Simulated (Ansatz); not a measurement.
# Worked example: C2H5BrSi + Cd(CH3)(NH2) → C2H7NSi + Cd(CH3)Br

Gas-phase species: C2H5BrSi `C=C[SiH2]Br`, singlet; Cd(CH3)(NH2), singlet; C2H7NSi `C=C[SiH2]N`, singlet; Cd(CH3)Br, singlet. The partners trade Br for NH2: Si–Br and Cd–NH2 bonds give way to Si–NH2 and Cd–Br.

Shapes, held fixed at every level: PBE0-D4/def2-TZVP. Flexible molecules stand in one conformer, not always the lowest. Programs: Ansatz 0.2.0. Electronic energies: no zero-point or thermal term.

At CCSD(T)/def2-TZVPP; 1 Eh = 2625.50 kJ/mol:

| species | energy (Eh) |
| --- | --- |
| C2H5BrSi | -2940.858206 |
| Cd(CH3)(NH2) | -263.265209 |
| C2H7NSi | -424.007358 |
| Cd(CH3)Br | -2780.158923 |

Work out ΔE of the reaction at this level.


1. Products less reactants: (-424.007358) + (-2780.158923) − [(-2940.858206) + (-263.265209)] = -0.042866 Eh = -112.5 kJ/mol.

Other levels give -158.4 (HF/def2-SVP) to -105.2 kJ/mol (PBE-D4/def2-TZVPP). No measured value is set beside it here. For atoms past krypton def2 sets carry core potentials with scalar relativity. Relativity is left out for Br. Outer-core shells of Br, Cd are correlated, in sets that cover them unevenly.
